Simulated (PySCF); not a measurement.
What does the PBE0-D3(BJ)/def2-SVP structure of `C[Si]1(Cl)OC=CO1` look like in three dimensions?

```
atom  x, y, z in Å
C1    -2.0107    0.3849   -0.1757
Si2   -0.3970   -0.1363    0.5377
Cl3   -0.6661   -0.7952    2.4687
O4     0.4446   -1.2844   -0.3661
C5     1.7146   -0.7964   -0.5644
C6     1.9147    0.4494   -0.1134
O7     0.8166    1.0320    0.4740
H8    -1.8683    0.7568   -1.2007
H9    -2.7109   -0.4634   -0.1938
H10   -2.4552    1.1830    0.4376
H11    2.4269   -1.4557   -1.0578
H12    2.8276    1.0414   -0.1528
```

Any rigid rotation of these coordinates is as good. Atoms count from 1 in this order. Si2 (chlorine-bound silicon) has angles from 95.3° to 115.0°. The 5-membered ring Si2–O4–C5–C6–O7 has internal angles of 95.3° to 114.8° (sum 539°, against 540° for a flat polygon); it is slightly puckered (a soft mode that the optimisation may not have finished), 0.04 Å rms from its mean plane, widest ring torsion 7°. O4 (silyl ether oxygen) is bent (angle 107.3°).

Bonds between heavy atoms (Å): C1–Si2 1.840, Si2–Cl3 2.058, Si2–O4 1.686, O4–C5 1.375, C5=C6 1.340, C6–O7 1.375, Si2–O7 1.686.

Theory: PBE0-D3(BJ)/def2-SVP geometry optimisation, gas phase (PySCF 2.14.0).

Point group: Cs (every atom within 0.08 Å of its image). No PBE0-D3(BJ)/def2-SVP frequencies stand behind this structure, so it isn't proved a minimum.
